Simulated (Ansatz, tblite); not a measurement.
Cost and result up the ladder for the cluster PbI2 (3 atoms). Charge 0, multiplicity 1. Geometry: PBE0-D4/def2-SVP.

```csv
atom,x (Å),y (Å),z (Å)
Pb1,0.8902,0.0064,0.8013
I2,-0.7217,-2.1431,-0.0763
I3,-0.1686,2.1366,-0.7251
```

Ansatz on 4 threads of Arm Neoverse V1 on a shared host; xTB runs through tblite on one thread. Times are rough, summed over both states, and most runs start from the orbitals of an earlier one. No level here is sound enough to serve as a yardstick. The other state is a quintet at its own geometry, which has other bonds, so the gap mixes isomer and spin.

In the def2 sets I, Pb take a core potential; there is no spin–orbit coupling. The xTB rows come from tblite. LC-ωPBE has ω = 0.4 bohr⁻¹. Correlated methods freeze 12 core orbitals; core or outer-core shells of Pb, I are correlated, in sets that lack core-valence functions. The structure comes from a short search, and lower isomers may exist.

Correlated methods converge slowly with the basis.

xTB has no spin-polarisation term.

```csv
level,functions,wall time,quintet − singlet (eV)
GFN1-xTB,22,0.004 s,8.81
GFN2-xTB,22,0.004 s,8.37
LC-ωPBE/def2-TZVP,150,12 s,5.17
MP2/def2-TZVP,150,15 s,5.72
```
